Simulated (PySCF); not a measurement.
# Ionisation and electron attachment of tropone

Parent: tropone, `O=c1cccccc1` (C7H6O). Non-hydrogen atoms are numbered in `[O:1]=[c:2]1[cH:3][cH:4][cH:5][cH:6][cH:7][cH:8]1`. These are map numbers, not IUPAC locants.

Level of theory: ωB97X-D3(BJ)/ma-def2-TZVP single points in PySCF, grid level 2; every species was optimised with PBE0-D3(BJ)/ma-def2-SVP. The prefix ma- adds one diffuse s and one diffuse p function on all atoms but H. ωB97X-D3(BJ) is ωB97X-V with D3(BJ) in place of VV10. Zero-point and thermal terms (298.15 K, 1 bar) come from unscaled GFN2-xTB harmonic frequencies, with soft modes damped to free rotors in the entropy. These were taken at the GFN2-xTB minima.

Frontier levels of the parent: HOMO -9.03 eV, LUMO -0.46 eV.

Oxidation to the radical cation:
- Vertical ionisation energy (electronic): 8.80 eV
- Adiabatic ionisation energy (with zero-point energy): 8.60 eV
- Adiabatic, electronic part: 8.70 eV
- Vertical gap at the product's structure: 8.51 eV
- Inner reorganisation energy (four-point): 288 meV
- Relaxation of product / of parent: 101 / 187 meV
- ⟨S²⟩ of the product: 0.843
- Largest spin populations: O1 0.49, C8 0.33, C3 0.33, C2 -0.19
- Largest changes of atomic charge: O1 0.21, C8 0.13, C3 0.13, C6 0.10
- Distances that move most (Å): C5–C6 1.364 → 1.405; C6–C7 1.432 → 1.402; C4–C5 1.432 → 1.402; C7–C8 1.361 → 1.385
- Potential in acetonitrile: 6.44 V absolute, 1.89 V against Fc+/Fc computed at 4.54 V (solvation -34 → -240 kJ/mol)

Reduction to the radical anion:
* Vertical electron affinity (electronic): 0.71 eV
* Adiabatic electron affinity (with zero-point energy): 0.97 eV
* Adiabatic, electronic part: 0.86 eV
* Vertical gap at the product's structure: 1.14 eV
* Inner reorganisation energy (four-point): 431 meV
* Relaxation of product / of parent: 153 / 278 meV
* ⟨S²⟩ of the product: 0.778
* Largest spin populations: C3 0.38, C8 0.38, C5 0.20, C6 0.20
* Largest changes of atomic charge: C8 -0.15, C3 -0.15, O1 -0.13, C5 -0.12
* Distances that move most (Å): C5–C6 1.364 → 1.421; C3–C4 1.360 → 1.400; C7–C8 1.361 → 1.400; C4–C5 1.432 → 1.395
* Potential in acetonitrile: 2.97 V absolute, -1.57 V against Fc+/Fc computed at 4.54 V (solvation -34 → -226 kJ/mol)

Solvents are IEF-PCM continua (electrostatics only, gas-phase structures); absolute potentials refer to an electron at rest in vacuum. Fc+/Fc in acetonitrile, 4.54 V, is ωB97X-D3(BJ)/ma-def2-TZVP on PBE0-D3(BJ)/def2-SVP structures with GFN2-xTB thermal terms. Benchmark calculations put it near 5.0 V in acetonitrile and DMSO, so it is about 0.5 V low, and the value against it can read up to that much too high.

Measured values (NIST Chemistry WebBook, evaluated or the median of agreeing entries): vertical ionisation energy 8.89 eV (computed 8.80, difference -0.09).

Structures, frequencies and single points took 8.8 min of wall time on 1 thread of Intel Xeon Platinum 8488C (shared host), launched as `OMP_NUM_THREADS=1 python redox_run.py task.json out`.

Differences come from unrounded values, so a last digit can differ from that of the printed terms.
